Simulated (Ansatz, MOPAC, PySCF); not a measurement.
Molecule: BiBr$_{2}$, net charge 1, singlet state. SMILES of the parent species: [Br][Bi][Br]
Structure (B3LYP-D3(BJ)/def2-TZVP (Ansatz, a quantum-chemistry and plane-wave program) minimum search):
```
Bi
Br 1 2.5189
Br 1 2.5189 2 101.01
```
Charge +1, spin multiplicity 1.

Unscaled harmonic wavenumbers (cm⁻¹) in rising order, each level at the stationary point that it reaches from this structure (no distance between atoms moves by over 0.3 Å); the order of modes can differ between levels, and a negative number is imaginary. B3LYP-D3(BJ)/def2-TZVP (PySCF, at the structure above): 79, 249, 254.

PM3 (MOPAC): 63, 150, 154. Zero-point energy 0.5 against 0.8 kcal/mol.

PM6 (MOPAC): 83, 168, 178. Zero-point energy 0.6 against 0.8 kcal/mol.

HF/LANL2DZ (Ansatz): 84, 240, 242. Zero-point energy 0.8 against 0.8 kcal/mol.

B3LYP/LANL2DZ (Ansatz): 73, 226, 228. Zero-point energy 0.8 against 0.8 kcal/mol.
